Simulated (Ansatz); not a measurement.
Level of theory: frozen-core CCSD(T)/def2-TZVPP // PBE0-D3(BJ)/def2-TZVP (Ansatz, a quantum-chemistry and plane-wave program). The restricted HF reference is unstable towards unrestricted orbitals.

Ansatz 0.2 input:
```yaml
crystal:
  periodic: [false, false, false]
  atoms:
    - { symbol: C, position_ang: [-1.655879, 0.490136, 0.096157] }
    - { symbol: Si, position_ang: [-0.426655, -0.712752, 0.036879] }
    - { symbol: Al, position_ang: [1.876397, 0.002028, -0.116424] }
    - { symbol: H, position_ang: [-1.406555, 1.54602, 0.066477] }
    - { symbol: H, position_ang: [-2.717085, 0.273748, 0.164321] }
    - { symbol: H, position_ang: [-0.881173, -2.129244, 0.084044] }
    - { symbol: H, position_ang: [2.137141, 1.565445, -0.152116] }
    - { symbol: H, position_ang: [3.073808, -1.035381, -0.179337] }
basis:
  gaussian: { orbitals: def2-TZVPP }
correlation:
  method: ccsd_t
```

Output:

```
Functional definition: HF
1067 factors; integrals over basis functions are off by at most 1.7e-3 eV
mean field evaluation 1: about -15550.0660 eV, gradient 3.3e1 eV
mean field evaluation 2: about -15550.1971 eV, gradient 3.3e1 eV
mean field evaluation 4: about -15553.6313 eV, gradient 3.3e0 eV
mean field evaluation 8: about -15553.7138 eV, gradient 3.7e-1 eV
mean field evaluation 16: about -15553.7151 eV, gradient 2.8e-6 eV
mean field evaluation 32: about -15546.4944 eV, gradient 1.3e1 eV
mean field -15553.71514455 eV, -571.5884888753 hartree, gradient 2.8e-6 eV, S^2 0.000000; 0 other end points of the search recorded, 0 dependent functions left out; unrestricted orbitals would lower it
11 core orbitals not correlated
reference -15553.71514455 eV, -571.5884888753 hartree; 8, 8 occupied and 166, 166 virtual orbitals, 1067 factors
second order -10.04265390 eV of doubles, -0.00000000 eV of singles
cycle   1  -10.75569742 eV  change   -7.1e-1 eV  update   9.1e-2
cycle   2  -11.15516877 eV  change   -4.0e-1 eV  update   3.3e-2
cycle   3  -11.23329065 eV  change   -7.8e-2 eV  update   1.4e-2
cycle   4  -11.23071779 eV  change    2.6e-3 eV  update   4.4e-3
cycle   5  -11.23029863 eV  change    4.2e-4 eV  update   1.9e-3
cycle   6  -11.23014463 eV  change    1.5e-4 eV  update   5.6e-4
cycle   7  -11.23014303 eV  change    1.6e-6 eV  update   2.7e-4
cycle   8  -11.23023309 eV  change   -9.0e-5 eV  update   1.3e-4
cycle   9  -11.23021963 eV  change    1.3e-5 eV  update   4.1e-5
cycle  10  -11.23019890 eV  change    2.1e-5 eV  update   1.5e-5
cycle  11  -11.23019778 eV  change    1.1e-6 eV  update   4.6e-6
perturbative correction -0.50785966 eV, -0.0186634983 hartree
Total energy: -15565.45320198 eV, -572.0198545298 hartree
```

Cost: roughly 18 core-seconds.
